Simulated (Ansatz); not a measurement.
Ansatz (an electronic-structure program) input file for C4H2BrCl, SMILES C#C/C=C(/Cl)Br, PBE0/def2-SVPD. The structure is a stationary point at r2SCAN-D4/def2-SVP. The structure was generated by enumeration; whether it is a known compound was not checked.

Ansatz 0.2 input:
```yaml
crystal:
  periodic: [false, false, false]
  atoms:
    - {symbol: C, position_ang: [0.56786385, -3.27961096, 0.00000000]}
    - {symbol: C, position_ang: [0.92460645, -2.11401020, 0.00000000]}
    - {symbol: C, position_ang: [1.38631814, -0.78202590, 0.00000000]}
    - {symbol: C, position_ang: [0.59219621, 0.31584705, 0.00000000]}
    - {symbol: Cl, position_ang: [1.25837158, 1.90330760, 0.00000000]}
    - {symbol: Br, position_ang: [-1.28363442, 0.22035409, 0.00000000]}
    - {symbol: H, position_ang: [0.24001609, -4.30268841, 0.00000000]}
    - {symbol: H, position_ang: [2.46896390, -0.60713406, 0.00000000]}
basis:
  gaussian:
    orbitals: def2-SVPD
hamiltonian:
  xc: {name: PBE0}
```

It prints:

```
WARN ansatz: RAYON_NUM_THREADS=1 ignored (pool sized by the plan → 1); use --threads N
Functional definition: PBE0
integrals: 0.13 GiB planned
1567 factors; their error is unknown
mean field: 1.02 GiB planned
mean field evaluation 1: about -86708.7053 eV, gradient 4.4e1 eV
mean field evaluation 2: about -86703.5920 eV, gradient 5.9e1 eV
mean field evaluation 4: about -86714.0740 eV, gradient 6.1e0 eV
mean field evaluation 8: about -86714.1643 eV, gradient 2.2e-1 eV
mean field evaluation 16: about -86714.3845 eV, gradient 3.2e-4 eV
mean field -86714.38452665 eV, -3186.6948542333 hartree, gradient 4.5e-5 eV, S^2 0.000000; 0 other end points of the search recorded, 0 dependent functions left out
reference -86714.38456960 eV, -3186.6948558118 hartree; 39, 39 occupied and 125, 125 virtual orbitals, 1567 factors
Total energy: -86714.38456960 eV, -3186.6948558118 hartree
```

Self-consistency was reached.

Cost: about 7 core-seconds (a rough figure).
